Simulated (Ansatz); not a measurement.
`[AlH2][CH2][CH2][GeH3]` → `[AlH2][CH2][GeH3]` + `[CH2]` (triplet)  (formal loss of a carbene)

Calculated with Ansatz (gas phase, PBE0-D4/def2-TZVP geometries, no zero-point term in ΔE). CCSD(T)/CBS adds triple-zeta CCSD(T) − MP2 to the extrapolated MP2 energy (def2 sets, frozen cores). This one scheme is used for every species. Functionals use def2-TZVPP. B3LYP here is the variant with VWN-RPA as its local correlation; programs differ in this. Triplets are unrestricted, without spin–orbit coupling. For Ge outer-core shells are correlated without core-valence functions, which leaves a few kJ/mol of doubt a bond. Scalar relativity is left out up to krypton. Each species was taken in one conformer, which may not be the lowest.

CCSD(T)/CBS gives +4.18 eV.

(1) Another level gave +4.26 eV. Which?
A. r2SCAN/def2-TZVPP
B. PBE-D4/def2-TZVPP
C. B2PLYP/def2-TZVPP
D. B3LYP/def2-TZVPP

Largest T1 diagnostic among the species: 0.011.

## Answers

(1) B. PBE-D4 4.26, B3LYP 4.01, B2PLYP 4.07, r2SCAN 3.91 eV.

The D4 term adds +0.11 eV with B3LYP and +0.06 eV with PBE0; it sums over pairs of atoms, weighted by their polarisabilities, and B3LYP, whose exchange is more repulsive, gets the larger term. In def2-TZVPP, CCSD(T) changes the Hartree–Fock value by +1.44 eV (the triples alone add +0.12 eV) and MP2 by +1.57 eV.
